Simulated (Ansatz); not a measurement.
Geometry optimisation, RHF/def2-SVP in Ansatz 0.2.0.

The input (input.yaml):

```yaml
crystal:
  periodic: [false, false, false]
  atoms:
    - { symbol: Al, position_ang: [-1.01438, 0.130951, -0.251823] }
    - { symbol: "N", position_ang: [1.644646, -0.990512, 1.165185] }
    - { symbol: O, position_ang: [-1.574257, -1.377119, -0.769725] }
    - { symbol: O, position_ang: [-1.804794, 0.826485, 1.070634] }
    - { symbol: H, position_ang: [1.625256, -0.32442, 0.405138] }
    - { symbol: C, position_ang: [0.470342, 0.972902, -1.22518] }
    - { symbol: H, position_ang: [1.174319, -0.612283, 1.967454] }
    - { symbol: H, position_ang: [1.194731, -1.841819, 0.878698] }
    - { symbol: H, position_ang: [-2.297908, -1.875789, -0.433329] }
    - { symbol: H, position_ang: [-1.712621, 1.648418, 1.515544] }
    - { symbol: H, position_ang: [0.094052, 1.61492, -2.029397] }
    - { symbol: H, position_ang: [1.104891, 0.2212, -1.702193] }
    - { symbol: H, position_ang: [1.095622, 1.607167, -0.591008] }
basis:
  gaussian: { orbitals: def2-SVP }
hamiltonian:
  xc: hf
relax:
  f_tol: 0.03
  max_steps: 50
output:
  orbitals: {}
```

Command:

```bash
$ ansatz run input.yaml --threads 2 --pin off --max-ram 3072MiB --backend cpu --events-out ev --progress --plain --runs-dir out
```

Question: Where does it end, and by what steps?

Answer: The run converged. After 15 steps the energy has fallen by 1.169 eV; N2 moved furthest, 0.66 Å. Joined: Al1–N2 (3.21 → 2.06 Å).

```tsv
step	energy less start (eV)	largest force component (eV/Å)	accepted
0	0.0000	0.456	yes
1	-0.0522	0.561	yes
2	-0.0401	0.690	no
3	-0.0785	0.387	yes
4	-0.1030	0.352	yes
5	-0.1275	0.600	yes
6	-0.1461	0.204	yes
7	-0.1697	0.418	yes
8	-0.2116	0.893	yes
9	-0.3346	2.307	yes
10	-0.6435	1.829	yes
11	-0.9945	0.767	yes
12	-1.1438	0.372	yes
13	-1.1122	1.315	no
14	-1.1619	0.153	yes
15	-1.1693	0.016	yes
```

```xyz
13
Properties=species:S:1:pos:R:3
Al -0.505 -0.024 -0.030
N 0.997 -0.913 1.056
O -1.238 -1.489 -0.576
O -1.282 0.749 1.310
H 1.931 -0.595 0.859
C 0.411 1.093 -1.382
H 0.797 -0.738 2.029
H 0.950 -1.907 0.894
H -2.141 -1.730 -0.474
H -1.711 1.585 1.329
H -0.302 1.618 -2.027
H 1.038 0.489 -2.048
H 1.055 1.862 -0.939
```

The run took 12 s on 2 threads of AMD EPYC 9R45 (Zen 5), on a shared host, peak memory 0.25 GiB.
